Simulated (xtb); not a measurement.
TeF₄, SMILES F[Te](F)(F)F. All values are semi-empirical tight-binding results from xtb (GFN2-xTB unless named), good for trends rather than for accurate numbers. Coordinates come from a GFN2-xTB optimisation. The isomer is the one that the SMILES or the coordinates give; other isomers of the formula were not compared.

Computed properties:
| Item | Result |
|---|---|
| point group as xtb finds it | C4v |
| orbital gap | 6.35 eV |
| zero-point energy | 4.2 kcal/mol |
| G − E(el) at 298.15 K (modified RRHO) | -14.9 kcal/mol |
| static polarisability (D4 model) | 51.6 bohr³ |
| solvation energy, GFN2-xTB/ALPB(water) | 1.6 kcal/mol |
| solvation energy, GFN2-xTB/ALPB(ether) | -0.8 kcal/mol |
